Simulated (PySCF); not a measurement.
# Exercise with solution: oscillator strength and radiative lifetime

H6OSeSi2, SMILES [SiH3][Se]O[SiH3].

Geometry: PBE0-D3(BJ)/def2-SVP. The structure was generated by enumeration, and PubChem lists no compound with its InChIKey, so it may never have been made. The values are those of a single conformer.

TDDFT-ωB97X/def2-SVPD (PySCF 2.14.0) puts the first singlet state with f over 0.02 at 6.75 eV (vertical), with the transition dipole (-0.317, 0.070, -0.196) in atomic units.

Q: Find the oscillator strength, the wavelength and the radiative lifetime that this transition would have in vacuum if emission retraced absorption.

A: 
|μ|² = 0.1438 au, so |μ| = 0.96 D. ΔE = 6.75/27.211 = 0.2481 hartree. f = (2/3) ΔE |μ|² = 0.024 (the program prints 0.024).
λ = 1239.84/6.75 = 184 nm; ν = 54442 cm⁻¹.
Einstein's coefficient A = 0.6670 ν² f s⁻¹ (ν in cm⁻¹) = 4.7e7 s⁻¹, so τ = 1/A = 21 ns. This state is S4; the lower singlets have f = 0.001, 0.004, 0.017. The figure is the radiative limit of this one transition; relaxation, internal conversion, crossing to triplets and a medium change what is measured.
